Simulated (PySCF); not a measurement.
BH3, SMILES B. Atoms are numbered in the order given.

```xyz
4

B      0.0000     0.0000     0.0000
H     -1.1935     0.0000     0.0000
H      0.5967    -1.0336     0.0000
H      0.5967     1.0336     0.0000
```
Charge 0, spin multiplicity 1.

Geometry optimised at PBE0-D3(BJ)/def2-TZVPD. The isomer is the one that the SMILES or the coordinates give; other isomers of the formula were not compared.

Calculation: B3LYP/pcJ-2 in PySCF.

Isotropic couplings with Fermi-contact, spin-dipole and both spin-orbit terms, one fixed conformer, no vibrational averaging. Isotopes: 11B, 1H.

Computed spin–spin coupling constants:
```csv
pair,bonds apart,J (Hz)
B1–H2,1,138.8
B1–H3,1,138.8
B1–H4,1,138.8
H2–H3,2,3.6
H2–H4,2,3.6
H3–H4,2,3.6
```
